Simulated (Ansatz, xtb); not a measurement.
**C6H6FN: which of two isomers lies lower**

We compare I, `Cc1ccnc(F)c1`, a singlet, with II, `Cc1cccnc1F`, a singlet. Both are isolated molecules in the gas phase, relaxed with B3LYP-D3(BJ)/def2-SVP.

Quicker runs give these differences E(II) − E(I): GFN2-xTB +0.038 eV; HF/STO-3G +0.014 eV (at GFN2-xTB geometries); r2SCAN-D4/def2-SVP −0.012 eV (at GFN2-xTB geometries).

Question: Estimate which is lower in electronic energy at CCSD(T)/def2-SVP + ΔMP2/def2-TZVPP, and by roughly how much.

Answer: CCSD(T)/def2-SVP + ΔMP2/def2-TZVPP gives E(II) − E(I) = +0.002 eV, slightly favouring structure I, which is too small a margin to settle the true order.

How the difference moves with the method:

```json
{"level": "GFN2-xTB", "geometry": "GFN2-xTB", "E(II) − E(I) (eV)": "+0.038", "departure from the last row (eV)": "+0.036", "job, with rough time for the two": "optimisation, 0.15 s"}
{"level": "HF/STO-3G", "geometry": "GFN2-xTB", "E(II) − E(I) (eV)": "+0.014", "departure from the last row (eV)": "+0.012", "job, with rough time for the two": "single point, 0.78 s"}
{"level": "r2SCAN-D4/def2-SVP", "geometry": "GFN2-xTB", "E(II) − E(I) (eV)": "−0.012", "departure from the last row (eV)": "−0.014", "job, with rough time for the two": "single point, 4.7 s"}
{"level": "B3LYP-D3(BJ)/def2-SVP", "geometry": "B3LYP-D3(BJ)/def2-SVP", "E(II) − E(I) (eV)": "−0.012", "departure from the last row (eV)": "−0.014", "job, with rough time for the two": "optimisation, 2.6 min"}
{"level": "HF/def2-SVP", "geometry": "B3LYP-D3(BJ)/def2-SVP", "E(II) − E(I) (eV)": "+0.028", "departure from the last row (eV)": "+0.026", "job, with rough time for the two": "part of the CCSD(T) run"}
{"level": "MP2/def2-SVP", "geometry": "B3LYP-D3(BJ)/def2-SVP", "E(II) − E(I) (eV)": "−0.031", "departure from the last row (eV)": "−0.033", "job, with rough time for the two": "part of the CCSD(T) run"}
{"level": "CCSD(T)/def2-SVP", "geometry": "B3LYP-D3(BJ)/def2-SVP", "E(II) − E(I) (eV)": "−0.015", "departure from the last row (eV)": "−0.017", "job, with rough time for the two": "single point"}
{"level": "CCSD(T)/def2-SVP + ΔMP2/def2-TZVPP", "geometry": "B3LYP-D3(BJ)/def2-SVP", "E(II) − E(I) (eV)": "+0.002", "departure from the last row (eV)": "", "job, with rough time for the two": "single point, 1.9 min"}
```

As drawn, both hold the same kinds of bond in the same numbers.

The largest departure from CCSD(T)/def2-SVP + ΔMP2/def2-TZVPP is that of GFN2-xTB, 0.036 eV. The last row adds to CCSD(T) the change of the MP2 difference between the two basis sets, here +0.017 eV.

With thermal terms from frequencies at re-optimised GFN2-xTB minima (ideal gas, soft modes damped towards free rotors, one conformer each, 298.15 K, 1 atm): the zero-point term adds +0.002 eV; ΔH is +0.003 and ΔG +0.011 eV.

The correlated steps freeze 8 core orbitals. Programs: Ansatz 0.2.0, xtb 6.7.1; the last row on 2 threads of Intel(R) Xeon(R) Processor @ 2.70GHz on a shared host.
